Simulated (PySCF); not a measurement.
VO2Cl, SMILES [O]=[V](=[O])[Cl], multiplicity 1.

The structure is a stationary point at PBE0-D3(BJ)/def2-SVP. The spin state was assumed, not searched.

The numbers are results of PBE0-D3(BJ)/def2-SVP (PySCF 2.14.0), not measurements.

Frequencies are harmonic and unscaled.

```
mode  ν (cm⁻¹)  IR (km/mol)  moving atoms (share of kinetic energy)
----  --------  -----------  --------------------------------------
1          140         57.2                 O 47 %, V 39 %, Cl 13 %
2          193          3.0                 O 62 %, Cl 20 %, V 18 %
3          365         27.0                  O 55 %, Cl 36 %, V 9 %
4          506         44.9                 V 38 %, O 35 %, Cl 28 %
5         1140        243.0                          O 69 %, V 31 %
6         1152        126.8                          O 80 %, V 20 %
```
